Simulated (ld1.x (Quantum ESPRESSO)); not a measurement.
# tantalum (Ta), PAW: configuration errors across variants

ld1.x (Quantum ESPRESSO) 7.5 input, shortened:

```
&input
   title='Ta', zed=73., rel=1, dft='PBESOL', iswitch=3,
   config='[Xe] 4f14 5d3 6s1.5 6p0'
 /
 &inputp
   pseudotype=3, lpaw=.true., tm=.true., lloc=-1, rcloc=3.50,
   nlcc=.true., rcore=1.80,
   which_augfun='BG', rmatch_augfun=2.65
 /
6
6S  1  0   1.50   0.00  2.40  2.80  0.0
6S  1  0   0.00   1.15  2.40  2.80  0.0
6P  2  1   0.00   0.00  2.80  3.65  0.0
6P  2  1   0.00   0.25  2.80  3.65  0.0
5D  3  2   3.00   0.00  2.45  3.10  0.0
5D  3  2   0.00   3.95  2.45  3.10  0.0
 &test
   configts(1)='5d3 6s1.5 6p0'
 /
```

All-electron excitation energies from the reference (eV): (1) 5d3 6s2 6p0 -3.478; (2) 5d3 6s1 6p0 5.027; (3) 5d3 6s0 6p0 20.003; (4) 5d3.5 6s1.5 6p0 -2.489; (5) 5d2 6s2 6p1 -0.445; (6) 5d3 6s1 6p1 0.744; (7) 5d3 6s0 6p2 5.186.

Errors AE − PS in meV (a dash: test not solved or not reliable):

```csv
change,(1),(2),(3),(4),(5),(6),(7),bound ghosts
base,+0.9,-2.6,-26,-7.6,-30,-0.6,-6.7,none
"wave 6s channel at 1.15 Ry: rcut 2.40, rcutus 2.80 bohr becomes 6s channel at -0.51 Ry: rcut 2.40, rcutus 2.80 bohr",+1.0,-2.5,-26,-7.6,-26,-0.6,-6.7,none
"wave 6s channel at 1.15 Ry: rcut 2.40, rcutus 2.80 bohr becomes 6s channel at -0.41 Ry: rcut 2.40, rcutus 2.80 bohr",+1.0,-2.6,-26,-7.6,-26,-0.6,-6.7,none
"wave 6s channel at 1.15 Ry: rcut 2.40, rcutus 2.80 bohr becomes 6s channel at -0.21 Ry: rcut 2.40, rcutus 2.80 bohr",+1.0,-2.6,-26,-7.7,-27,-0.6,-6.7,none
"wave 6s channel at 1.15 Ry: rcut 2.40, rcutus 2.80 bohr becomes 6s channel at 0.17 Ry: rcut 2.40, rcutus 2.80 bohr",+1.0,-2.6,-26,-7.7,-28,-0.6,-6.7,none
"wave 6s channel at 1.15 Ry: rcut 2.40, rcutus 2.80 bohr becomes 6s channel at 0.83 Ry: rcut 2.40, rcutus 2.80 bohr",+0.9,-2.6,-26,-7.6,-29,-0.6,-6.7,none
"wave 6s channel at 1.15 Ry: rcut 2.40, rcutus 2.80 bohr becomes 6s channel at 2.49 Ry: rcut 2.40, rcutus 2.80 bohr",+0.9,-2.6,-26,-7.5,-30,-0.6,-6.7,none
```

Problem. Give the same row for: wave 6s channel at 1.15 Ry: rcut 2.40, rcutus 2.80 bohr becomes 6s channel at 4.43 Ry: rcut 2.40, rcutus 2.80 bohr.

Solution. +0.9, -2.6, -26, -7.1, -25, -0.6, -6.7; bound ghosts: none.
